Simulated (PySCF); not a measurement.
SMILES CC(C)(C)C[SiH2]Cl (C5H13ClSi) at its GFN2-xTB optimised geometry (Å):

```
20

C      2.1492    -0.1125     0.0000
C      0.6158    -0.1125     0.0000
C      0.1195     1.3331     0.0000
C      0.1225    -0.8217    -1.2614
C      0.1296    -0.8512     1.2557
Si    -1.7396    -0.8861     1.6069
Cl    -2.0080    -2.1298     3.1837
H      2.5338     0.4120     0.8722
H      2.5338    -1.1302     0.0158
H      2.5321     0.3821    -0.8902
H     -0.9628     1.3686    -0.0952
H      0.5538     1.8821    -0.8329
H      0.4008     1.8348     0.9231
H      0.5313    -0.3422    -2.1484
H      0.4354    -1.8634    -1.2630
H     -0.9616    -0.7874    -1.3258
H      0.4931    -1.8821     1.2062
H      0.6236    -0.4050     2.1247
H     -2.2574     0.4216     2.0077
H     -2.5338    -1.4279     0.5055
```

Computed with PBE0/def2-SVP (PySCF).

Map of the log10 of the electron density (e/bohr³), floored at −4 on the plane z = 0.8 Å:

```
|                               |
|                               |
|                               |
|                               |
|                               |
|             ..:::..           |
|           ..:-===-:.          |
|          .:-=++*++-:.         |
|         .:-=+*#%#*+-:.        |
|        .:-=+*#%@@#+=:::.      |
|      ..:-=+*#%@@@#+=----:.    |
|     .::--=+*#%%@%#+=++++-:.   |
|    .:--===+**#%%#*++*##*+-:   |
|    .:-=+++++**###**#%@@#*=:   |
|   .:-=++++++**#%####%@@%*=:.  |
|   .:-=+******#%%%%#%%@@#*=:.  |
|   :-=+*######%@@@%##%%%#+=:.  |
|  .:=+*#%####%@@@@%#####*+-:   |
|  .-=*#%%%%##%@@@%#***#**=-:   |
|  .-=*%@@%%###%@@%#*+***+=-.   |
|  .:=*#%%%#***#%%%#*=+++=-:.   |
|  .:-+*###*+++*#%%#+====-:.    |
|   .-=++*++===+*#**=-::::.     |
|    :--===----=+++=-:...       |
|     .:::::::::----:.          |
|       .....  ..::.            |
|                               |
|                               |
|                               |
|                               |
|                               |
```
Scale: ten equal steps from -4.00 (start of ' ') to -0.540 (end of '@'), in the order ' .:-=+*#%@'; x runs from -5.00 to 5.00, y from -5.00 (bottom) to 5.00 (top).
